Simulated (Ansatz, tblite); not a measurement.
Forces on CuO2⁻ at its r2SCAN-D4/def2-TZVPD geometry. Total charge -1; singlet.

The xTB rows come from tblite. The structure holds 1 bond(s) between oxygen atoms. The restricted singlet is unstable towards broken spin symmetry at other levels; at PBE-D4/def2-TZVPD this wasn't settled. At PBE-D4/def2-TZVPD the highest occupied level of the charge -1 singlet lies above zero (up to 1.56 eV). The electron is either unbound and held by the finite basis, or the level is raised by self-interaction error. At PBE-D4/def2-TZVPD an occupied level lies above an empty one. Another isomer (triplet) lies 1.92 eV lower at PBE0-D4/def2-TZVPD; other spin states weren't run for this one.

GFN1-xTB (tblite), largest force 2.66 eV/Å:

```xyz
3
positions Å, forces eV/Å
Cu    0.708   -0.244   -1.263    0.094   -0.127   -0.389
O    -0.188    0.439    1.207    0.374    1.171    2.359
O    -0.520   -0.195    0.056   -0.468   -1.044   -1.970
```

GFN2-xTB (tblite), largest force 4.79 eV/Å:

```
Cu -0.865 0.073 1.018
O 1.062 1.885 3.347
O -0.197 -1.959 -4.365
```

PBE-D4/def2-TZVPD (Ansatz), largest force 0.47 eV/Å:

```
Cu 0.278 -0.045 -0.377
O 0.008 0.140 0.318
O -0.286 -0.095 0.059
```
